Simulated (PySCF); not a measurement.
How good is the calculation?

Molfile (atoms numbered from 1):
```
C6H7NOS
     RDKit          3D

 16 16  0  0  0  0  0  0  0  0999 V2000
    2.5723    0.3299    0.8418 C   0  0  0  0  0  0  0  0  0  0  0  0
    1.8523    0.3574   -0.8071 S   0  0  0  0  0  4  0  0  0  0  0  0
    2.1984   -0.9203   -1.4738 O   0  0  0  0  0  0  0  0  0  0  0  0
    0.1437    0.2040   -0.2521 C   0  0  0  0  0  0  0  0  0  0  0  0
   -0.5831   -0.8968   -0.6696 C   0  0  0  0  0  0  0  0  0  0  0  0
   -1.9101   -0.9627   -0.2742 C   0  0  0  0  0  0  0  0  0  0  0  0
   -2.4319    0.0619    0.4990 C   0  0  0  0  0  0  0  0  0  0  0  0
   -1.6033    1.1187    0.8513 C   0  0  0  0  0  0  0  0  0  0  0  0
   -0.3307    1.1975    0.4806 N   0  0  0  0  0  0  0  0  0  0  0  0
    2.3618   -0.6385    1.2971 H   0  0  0  0  0  0  0  0  0  0  0  0
    3.6463    0.4705    0.7212 H   0  0  0  0  0  0  0  0  0  0  0  0
    2.1385    1.1460    1.4194 H   0  0  0  0  0  0  0  0  0  0  0  0
   -0.1009   -1.6569   -1.2716 H   0  0  0  0  0  0  0  0  0  0  0  0
   -2.5286   -1.8034   -0.5671 H   0  0  0  0  0  0  0  0  0  0  0  0
   -3.4644    0.0490    0.8253 H   0  0  0  0  0  0  0  0  0  0  0  0
   -1.9791    1.9386    1.4561 H   0  0  0  0  0  0  0  0  0  0  0  0
  2  1  1  1
  2  3  2  0
  2  4  1  0
  4  5  2  0
  5  6  1  0
  6  7  2  0
  7  8  1  0
  8  9  2  0
  9  4  1  0
  1 10  1  0
  1 11  1  0
  1 12  1  0
  5 13  1  0
  6 14  1  0
  7 15  1  0
  8 16  1  0
M  END
```

Published estimates (parent shift plus substituent increments) and measurements: δ 13C C4 166.0; C8 149.6; C6 138.1; C7 124.6; C5 119.3 ppm (estimated from measurements, as parent shift plus tabulated substituent increment; solution, not stated per compound (mostly CDCl3 or CCl4); Pretsch, Buehlmann, Badertscher, Structure Determination of Organic Compounds, 4th ed. (2009)).

[PySCF: geometry from PBE0-D3(BJ)/def2-TZVP; shieldings: GIAO B97-2/pcSseg-2; no solvent; single conformer; one averaged value for each set of equivalent atoms; non-relativistic]

Question: Set the calculated values beside the experiment.

Answer: 
Reference values: estimated from measurements, as parent shift plus tabulated substituent increment (solution, not stated per compound (mostly CDCl3 or CCl4); Pretsch, Buehlmann, Badertscher, Structure Determination of Organic Compounds, 4th ed. (2009)).
```json
{"atoms": "C4", "quantity": "δ 13C", "reference": "166.0", "computed": "181.6", "computed, scaled": "173.3"}
{"atoms": "C8", "quantity": "δ 13C", "reference": "149.6", "computed": "156.2", "computed, scaled": "148.8"}
{"atoms": "C6", "quantity": "δ 13C", "reference": "138.1", "computed": "144.3", "computed, scaled": "137.2"}
{"atoms": "C7", "quantity": "δ 13C", "reference": "124.6", "computed": "128.6", "computed, scaled": "122.1"}
{"atoms": "C5", "quantity": "δ 13C", "reference": "119.3", "computed": "126.2", "computed, scaled": "119.7"}
```

Computed shifts are σ(ref) − σ with the named reference compound (TMS for H and C) calculated as an isolated molecule at the same level. The measured values may be among those fitted. Empirical linear scaling, fitted to shifts measured mostly in CDCl3 for H and C (δ vs TMS): 13C: δ = 176.90 − 0.966σ (rms 2.0 ppm, 686 shifts, 2.1 ppm with the 3 outliers that the fit left out). A few per cent of atoms miss by over 2 rms, more outside the fitted compound classes.

Question: How far are the unscaled 13C shifts from the references?

Answer: Mean signed difference +7.86 ppm, mean absolute 7.86 ppm over 5 comparisons; the largest is +15.6 ppm at C4 (aromatic carbon bearing sulfur).
